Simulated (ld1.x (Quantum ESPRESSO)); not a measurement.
Which change was made? (Si, RRKJ)

Si (Z = 14), norm-conserving RRKJ (Kleinman–Bylander form), made with ld1.x (Quantum ESPRESSO) 7.5 (BLYP, scalar-relativistic). Core [Ne], reference 3s2 3p0 (charge +2). Waves: 3p (bound, empty): rc 1.40 bohr; 3s (bound): rc 1.50 bohr. Local part: the s channel. Core correction: none.

Cutoffs, loose and tight: the cutoffs (Ry, on a coarse ladder) from which the occupation-weighted sum of valence levels, in a spherical-Bessel basis at the reference potential, stays within 10 and 1 mRy of its value at 400 Ry. They do not see the model core or the augmentation charge, which bear on the density cutoff. Test errors are all-electron minus pseudo excitation energies from the reference, over the configurations 3s2 3p2; 3s2 3p1; 3s1 3p0; 3s2 3p2.3; 3s2 3p1.5; 3s0 3p4; 3s1 3p3; variants that change the core or the reference have their own tests.

The base gives: outcome: generated; cutoff, loose: 25 Ry; cutoff, tight: 40 Ry; bound ghosts: none; largest test error (meV): +117.

Task: After one change the result is: outcome: generated; cutoff, loose: 25 Ry; cutoff, tight: 40 Ry; bound ghosts: none; largest test error (meV): +29. Which change was it?
A. all radii scaled by about 1.34 (s 2.02, p 1.88 bohr)
B. functional Wu–Cohen
C. local potential the p channel
D. wave 3s (bound): rc 1.50 bohr becomes 3s (bound): rc 2.22 bohr
E. core correction a·sin(br)/r model core inside 0.92 bohr

Result: E. The others give: functional Wu–Cohen → outcome: generated; cutoff, loose: 21 Ry; cutoff, tight: 40 Ry; bound ghosts: none; largest test error (meV): +21 | local potential the p channel → outcome: generated; cutoff, loose: 18 Ry; cutoff, tight: 21 Ry; bound ghosts: none; largest test error (meV): +121 | all radii scaled by about 1.34 (s 2.02, p 1.88 bohr) → outcome: generated; cutoff, loose: 15 Ry; cutoff, tight: 35 Ry; bound ghosts: none; largest test error (meV): +113 | wave 3s (bound): rc 1.50 bohr becomes 3s (bound): rc 2.22 bohr → outcome: generated; cutoff, loose: 12 Ry; cutoff, tight: 30 Ry; bound ghosts: none; largest test error (meV): +107.
